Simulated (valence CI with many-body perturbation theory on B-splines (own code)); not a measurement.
# Yb21+: calculated level list

Level of theory: configuration interaction combined with many-body perturbation theory (CI+MBPT): three valence electrons over a frozen Dirac-Fock core [Kr] 4d10, a basis of 7 s, 7 p, 7 d, 7 f, 4 g, 2 h functions for each j, with the one-electron correlation potential Σ1, the two-electron term Σ2, the three-electron term Σ3, Breit, model QED; selected CI, second order for the rest, scaled by the run's own slope (own B-spline code, finite nucleus).

No measured spectrum was set against this ion. As an estimate, terms of the open shell hold to a few per cent of their energy, and close levels can change places. The list stops below the first excitations out of the core.

Levels 1 to 45 of 136, with energies above the lowest level, 4f3 4I°_9/2. "Leading %" is the weight of the configuration and term that name the level; weights of strongly mixed levels are sums over their largest components and can fall short. In the jj column 3d3/2^4 stands for four electrons in 3d with j = 3/2. Lifetimes count E1, E2, E3, M1 and M2 decay at the calculated energies, and are blank where another channel may lead or the interval is too uncertain; long ones can be off by a factor of two.

```
No.  Configuration  Term     J  E (cm⁻¹)  Leading %             Leading jj  Lifetime
  1            4f3   4I°   9/2         0         88         4f5/2^3 (78 %)          
  2            4f3   4I°  11/2     12345         96   4f5/2^2 4f7/2 (92 %)   13.6 ms
  3            4f3   4I°  13/2     23630         96   4f5/2 4f7/2^2 (70 %)   15.3 ms
  4            4f3   4F°   3/2     29903         74         4f5/2^3 (70 %)          
  5            4f3   4I°  15/2     33949         90   4f5/2 4f7/2^2 (50 %)   30.1 ms
  6            4f3   2H°   9/2     34451         45   4f5/2^2 4f7/2 (72 %)   6.85 ms
  7            4f3   4F°   5/2     38091         88   4f5/2^2 4f7/2 (71 %)   56.3 ms
  8            4f3   4S°   3/2     41846         72   4f5/2^2 4f7/2 (79 %)   66.2 ms
  9            4f3   4F°   7/2     42208         62   4f5/2^2 4f7/2 (84 %)   75.7 ms
 10            4f3   4G°   5/2     46273         91         4f5/2^3 (45 %)    152 ms
 11            4f3   4F°   9/2     51041         65   4f5/2 4f7/2^2 (86 %)   8.46 ms
 12            4f3   4G°   7/2     51116         60   4f5/2^2 4f7/2 (76 %)   18.5 ms
 13            4f3   2H°  11/2     53206         79   4f5/2 4f7/2^2 (72 %)   6.92 ms
 14            4f3   2K°  13/2     55415         93   4f5/2^2 4f7/2 (62 %)   5.66 ms
 15            4f3   2G°   7/2     60214         49   4f5/2 4f7/2^2 (78 %)   8.55 ms
 16            4f3   2D°   3/2     61392         36   4f5/2 4f7/2^2 (66 %)   4.76 ms
 17            4f3   4G°   9/2     62651         87   4f5/2 4f7/2^2 (76 %)   8.86 ms
 18            4f3   2K°  15/2     64794         64   4f5/2^2 4f7/2 (65 %)   5.25 ms
 19            4f3   2P°   1/2     65915         74   4f5/2^2 4f7/2 (80 %)   10.2 ms
 20            4f3   4G°  11/2     71067         61   4f5/2^2 4f7/2 (35 %)   19.4 ms
 21            4f3   2D°   5/2     71486         80   4f5/2 4f7/2^2 (48 %)   8.75 ms
 22            4f3   2G°   9/2     74280         58         4f7/2^3 (78 %)   4.26 ms
 23            4f3   4D°   5/2     76200         50   4f5/2^2 4f7/2 (50 %)   7.24 ms
 24            4f3   4D°   3/2     76809         56   4f5/2^2 4f7/2 (73 %)   23.0 ms
 25            4f3   2I°  11/2     79698         70   4f5/2 4f7/2^2 (49 %)   9.16 ms
 26            4f3   4D°   1/2     84147         74   4f5/2 4f7/2^2 (80 %)   16.8 ms
 27            4f3   2D°   3/2     85490         44         4f7/2^3 (49 %)   3.06 ms
 28            4f3   2L°  15/2     86778         72   4f5/2 4f7/2^2 (50 %)   4.97 ms
 29            4f3   2I°  13/2     88334         96   4f5/2 4f7/2^2 (92 %)   10.7 ms
 30            4f3   4D°   7/2     90207         94   4f5/2 4f7/2^2 (69 %)   14.5 ms
 31            4f3   2L°  17/2     91115        100  4f5/2 4f7/2^2 (100 %)   13.4 ms
 32            4f3   2H°   9/2     92248         88   4f5/2 4f7/2^2 (46 %)   6.07 ms
 33            4f3   2F°   5/2    100060         46   4f5/2 4f7/2^2 (81 %)   2.31 ms
 34            4f3   2D°   3/2    100490         65   4f5/2 4f7/2^2 (50 %)   3.69 ms
 35            4f3   2H°  11/2    103150         70         4f7/2^3 (57 %)   3.59 ms
 36            4f3   2D°   5/2    115760         51         4f7/2^3 (73 %)   2.10 ms
 37            4f3   2F°   7/2    116860         91   4f5/2 4f7/2^2 (46 %)   2.43 ms
 38            4f3   2G°   9/2    129490         96   4f5/2 4f7/2^2 (71 %)   5.19 ms
 39            4f3   2G°   7/2    133150         93   4f5/2 4f7/2^2 (49 %)   7.19 ms
 40            4f3   2F°   7/2    179790         94   4f5/2^2 4f7/2 (42 %)   1.21 ms
 41            4f3   2F°   5/2    184980        100   4f5/2 4f7/2^2 (86 %)   1.82 ms
 42         4f2 5s    4H   7/2    515350         92      4f5/2^2 5s (94 %)   9.47 μs
 43         4f2 5s    4H   9/2    520000         68      4f5/2^2 5s (85 %)   7.41 μs
 44         4f2 5s    4F   3/2    530390         92      4f5/2^2 5s (80 %)   2.27 μs
 45         4f2 5s    4H  11/2    533110         91  4f5/2 4f7/2 5s (95 %)   6.64 μs
```

Names give the largest LS component (configuration and term), which can be under half, so a name can repeat, a term be missing and a line seem to break the LS rules; names also repeat where a configuration has a term twice.

Where two levels of one J and parity lie close, their mixing, g and order are uncertain.

The ionisation energy to 4f2 3H_4 of the next ion comes out as 574.93 eV (NIST: 580 ± 30 eV (theoretical)). All 136 levels together are meant to be complete up to 1153600 cm⁻¹.
